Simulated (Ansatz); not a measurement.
Species: CH3S, SMILES `[CH2]S` (H–C–S–H torsion 180°) (charge 0, multiplicity 2).

**Question.** Give a relaxed geometry from PBE0-D4/def2-TZVP (Ansatz, a quantum-chemistry and plane-wave program).

**Answer.** One answer among several that fit: the end point of this relaxation, one of several conformers (outside a Z-matrix the atoms follow the SMILES, hydrogens last).
Bond lengths (Å): C1–S2 1.707, C1–H3 1.079, C1–H4 1.078, S2–H5 1.342. Bond angles (°): S2–C1–H3 116.9, S2–C1–H4 122.0, H3–C1–H4 121.1, C1–S2–H5 98.1.
